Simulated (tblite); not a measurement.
Compound: C4H11N3SSi2.
SMILES with atom numbers: `[CH3:1][NH:2][Si@@H:3]1[NH:4][Si@@H:5]([SH:6])[CH2:7][C@@H:8]1[C:9]#[N:10]` (hydrogens: H11, H12, H13 on C1; H14 on N2; H15 on Si3; H16 on N4; H17 on Si5; H18 on S6; H19, H20 on C7; H21 on C8)

Computed with GFN2-xTB (tblite), gas phase: L-BFGS steps from a force-field or distance-geometry start until the largest atomic force falls under 0.01 eV/Å.

Step 54: E = -808.0670 eV
```
atom  x, y, z in Å  |  force x, y, z in eV/Å
C1      3.3637    0.3955   -0.4186   -0.030   0.006  -0.022
N2      2.0139    0.7734   -0.0695   -0.028  -0.016  -0.013
Si3     0.7882   -0.3426    0.3393    0.034  -0.002   0.014
N4     -0.2439   -0.9399   -0.9263    0.029   0.007   0.008
Si5    -1.9383   -0.6608   -0.7541    0.012  -0.067  -0.003
S6     -2.9331   -2.5174   -1.2157   -0.008   0.001   0.001
C7     -1.9126   -0.1690    1.0786    0.038  -0.020   0.011
C8     -0.5922    0.5759    1.3056    0.015   0.023  -0.033
C9     -0.6762    1.8949    0.7699    0.059  -0.077   0.054
N10    -0.7187    2.9362    0.2936   -0.046   0.071  -0.022
H11     3.7107   -0.3526    0.2928   -0.005   0.040  -0.041
H12     3.4331   -0.0335   -1.4241    0.014   0.037  -0.001
H13     4.0123    1.2691   -0.3649    0.032  -0.048   0.023
H14     1.7294    1.6415   -0.5007    0.047   0.001   0.028
H15     1.3965   -1.4171    1.1211   -0.029  -0.010   0.001
H16     0.1231   -1.4399   -1.7183   -0.017  -0.004   0.027
H17    -2.4603    0.3501   -1.6686   -0.012   0.020   0.004
H18    -4.0775   -1.9832   -1.6067   -0.001   0.023   0.030
H19    -1.9141   -1.0613    1.7094   -0.043   0.012  -0.019
H20    -2.7576    0.4489    1.3869   -0.023  -0.029  -0.028
H21    -0.3554    0.6489    2.3700   -0.037   0.032  -0.021
```

Step 55: E = -808.0680 eV
```
atom  x, y, z in Å  |  force x, y, z in eV/Å
C1      3.3613    0.3970   -0.4185   -0.016   0.014  -0.021
N2      2.0134    0.7750   -0.0653   -0.024  -0.005  -0.014
Si3     0.7886   -0.3425    0.3382   -0.004  -0.015   0.015
N4     -0.2434   -0.9428   -0.9260    0.022   0.000  -0.020
Si5    -1.9384   -0.6632   -0.7584    0.022  -0.022   0.015
S6     -2.9330   -2.5204   -1.2114   -0.012  -0.020  -0.008
C7     -1.9137   -0.1669    1.0734    0.044   0.003   0.029
C8     -0.5921    0.5754    1.3038    0.025   0.022  -0.023
C9     -0.6687    1.8953    0.7715    0.034  -0.015   0.012
N10    -0.7060    2.9373    0.2951   -0.041   0.029   0.003
H11     3.7070   -0.3565    0.2871    0.001   0.026  -0.043
H12     3.4289   -0.0221   -1.4278    0.016   0.021  -0.010
H13     4.0121    1.2682   -0.3583    0.039  -0.034   0.025
H14     1.7298    1.6460   -0.4903    0.040   0.011   0.024
H15     1.3934   -1.4192    1.1175   -0.012  -0.025   0.015
H16     0.1249   -1.4441   -1.7170   -0.022   0.002   0.035
H17    -2.4627    0.3502   -1.6705   -0.001  -0.002   0.009
H18    -4.0812   -1.9922   -1.5994    0.003   0.030   0.032
H19    -1.9162   -1.0566    1.7066   -0.049  -0.015  -0.013
H20    -2.7586    0.4520    1.3810   -0.015  -0.027  -0.038
H21    -0.3544    0.6471    2.3684   -0.051   0.020  -0.026
```

Step 56: E = -808.0689 eV
```
atom  x, y, z in Å  |  force x, y, z in eV/Å
C1      3.3594    0.3985   -0.4191    0.002   0.018  -0.015
N2      2.0128    0.7756   -0.0625   -0.009   0.010  -0.019
Si3     0.7888   -0.3427    0.3377   -0.026  -0.024   0.012
N4     -0.2429   -0.9451   -0.9254    0.011  -0.003  -0.036
Si5    -1.9383   -0.6660   -0.7614    0.025   0.020   0.027
S6     -2.9335   -2.5233   -1.2086   -0.009  -0.031  -0.011
C7     -1.9138   -0.1653    1.0697    0.030   0.014   0.026
C8     -0.5916    0.5753    1.3020    0.023   0.013  -0.006
C9     -0.6626    1.8959    0.7728    0.008   0.018  -0.020
N10    -0.6979    2.9383    0.2969   -0.035   0.021   0.013
H11     3.7045   -0.3588    0.2819    0.007   0.000  -0.034
H12     3.4266   -0.0132   -1.4307    0.014   0.008  -0.025
H13     4.0129    1.2669   -0.3533    0.038  -0.014   0.025
H14     1.7314    1.6496   -0.4823    0.026   0.020   0.022
H15     1.3907   -1.4208    1.1155    0.002  -0.036   0.027
H16     0.1261   -1.4470   -1.7156   -0.019   0.000   0.030
H17    -2.4645    0.3504   -1.6715    0.010  -0.026   0.018
H18    -4.0840   -1.9979   -1.5934    0.001   0.035   0.031
H19    -1.9188   -1.0531    1.7044   -0.043  -0.033  -0.004
H20    -2.7597    0.4535    1.3759   -0.004  -0.020  -0.044
H21    -0.3546    0.6464    2.3666   -0.051   0.010  -0.016
```

Step 57: E = -808.0699 eV
```
atom  x, y, z in Å  |  force x, y, z in eV/Å
C1      3.3573    0.4008   -0.4202    0.024   0.014  -0.009
N2      2.0117    0.7758   -0.0594    0.010   0.018  -0.025
Si3     0.7886   -0.3441    0.3373   -0.027  -0.025   0.003
N4     -0.2426   -0.9485   -0.9252   -0.002   0.002  -0.041
Si5    -1.9382   -0.6690   -0.7642    0.017   0.048   0.028
S6     -2.9338   -2.5279   -1.2052   -0.003  -0.027  -0.012
C7     -1.9141   -0.1625    1.0660    0.004   0.013   0.008
C8     -0.5909    0.5754    1.2997    0.010   0.006   0.010
C9     -0.6544    1.8973    0.7742   -0.023   0.069  -0.057
N10    -0.6863    2.9411    0.3001   -0.027  -0.019   0.034
H11     3.7024   -0.3618    0.2741    0.008  -0.024  -0.026
H12     3.4248   -0.0016   -1.4353    0.008   0.002  -0.030
H13     4.0143    1.2657   -0.3462    0.028   0.004   0.022
H14     1.7336    1.6549   -0.4702    0.009   0.020   0.022
H15     1.3878   -1.4240    1.1135    0.011  -0.041   0.033
H16     0.1267   -1.4499   -1.7151   -0.012  -0.006   0.020
H17    -2.4670    0.3482   -1.6743    0.023  -0.050   0.029
H18    -4.0873   -2.0054   -1.5849    0.001   0.038   0.031
H19    -1.9243   -1.0492    1.7020   -0.029  -0.038   0.003
H20    -2.7614    0.4566    1.3687    0.012  -0.011  -0.046
H21    -0.3559    0.6451    2.3643   -0.043   0.004   0.004
```

**Question.** Estimate the geometry and energy of step 58. (The exact step hangs on the optimiser's Hessian estimate; all steps are aligned on step 57, rigid shifts and turns removed.)

**Answer.** E = -808.0711 eV, largest force 0.112 eV/Å
```
atom  x, y, z in Å  |  force x, y, z in eV/Å
C1      3.3563    0.4029   -0.4220    0.039   0.008   0.000
N2      2.0112    0.7759   -0.0580    0.029   0.023  -0.026
Si3     0.7881   -0.3451    0.3368   -0.011  -0.022  -0.008
N4     -0.2418   -0.9547   -0.9245   -0.015   0.020  -0.031
Si5    -1.9372   -0.6724   -0.7660    0.001   0.053   0.019
S6     -2.9357   -2.5316   -1.2038    0.008  -0.019  -0.008
C7     -1.9139   -0.1606    1.0630   -0.024   0.002  -0.024
C8     -0.5906    0.5766    1.2965    0.000  -0.010   0.022
C9     -0.6481    1.8997    0.7743   -0.056   0.073  -0.063
N10    -0.6787    2.9457    0.3052   -0.018  -0.015   0.029
H11     3.7011   -0.3652    0.2651    0.007  -0.056  -0.013
H12     3.4245    0.0098   -1.4405    0.002   0.000  -0.039
H13     4.0177    1.2635   -0.3386    0.012   0.026   0.016
H14     1.7383    1.6619   -0.4568   -0.012   0.014   0.022
H15     1.3846   -1.4260    1.1137    0.017  -0.037   0.033
H16     0.1275   -1.4542   -1.7151   -0.002  -0.016   0.008
H17    -2.4694    0.3443   -1.6763    0.035  -0.062   0.035
H18    -4.0918   -2.0095   -1.5753    0.000   0.041   0.030
H19    -1.9287   -1.0468    1.6995   -0.009  -0.033   0.011
H20    -2.7636    0.4573    1.3612    0.023   0.006  -0.041
H21    -0.3588    0.6454    2.3612   -0.027   0.002   0.028
```

The energy changes by -0.0012 eV. The first-order estimate −F·Δx gives -0.0017 eV and the mean of the old and new forces, exact on a quadratic surface, -0.0013 eV. The step makes an angle of 76° with the force vector and moves no atom by more than 0.016 Å.

The cost below is that of the whole relaxation. The run took 2.5 s on one thread of an Arm Neoverse N1 (shared host).
